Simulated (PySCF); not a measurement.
**From a computed spectrum to the compound**

A species of 3 atoms with charge 1 has these harmonic modes (PBE0, small Gaussian bases with core potentials, PySCF 2.14.0):

```csv
cm⁻¹,km/mol,symmetry
125,16.7,a1
641,165.2,b2
654,66.8,a1
```

(1) Which species is it, and in which structure?

## Answers

(1) [NdF2]+ (singlet in the valence; each metal's 4f electrons, 3 of them, lie in its core potential, out of spins and levels):
```xyz
3

Nd    0.0000    0.0000   -0.2460
F     1.6014    0.0000    0.9188
F    -1.6014    0.0000    0.9188
```
Ideal gas at 298.15 K and 1 bar: S = 298.6 J/(mol K), Cp = 49.1 J/(mol K), H − H(0 K) = 12.4 kJ/mol (rigid rotor, harmonic modes, spin degeneracy alone, that of the 4f electrons in the core included). An lcecp potential fixes the number of 4f electrons, so in runs with it no electron can move into or out of that shell.
 The answer isn't unique; the calculation gave this one.
